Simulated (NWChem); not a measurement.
Species: AlH₄ anion; SMILES [AlH4-]

```xyz
5

Al     0.0000     0.0000     0.0000
H     -0.9488     0.9488    -0.9488
H      0.9488    -0.9488    -0.9488
H     -0.9488    -0.9488     0.9488
H      0.9488     0.9488     0.9488
```
Atoms are numbered in this order, from 1.

Computed with NWChem. Sets without diffuse functions describe the anion's extra electron poorly. All runs use the structure optimised with B3LYP/def2-SVPD. B3LYP is NWChem's, with the RPA form of VWN correlation. GIAO values for the isolated, static molecule; σ is the absolute isotropic shielding.

Problem. Estimate the computed values for B3LYP/cc-pVTZ. Quantities: σ Al1 (ppm); σ H2 (ppm).

Solution. 
* **σ Al1 (ppm)**: 484.0
* **σ H2 (ppm)**: 28.41
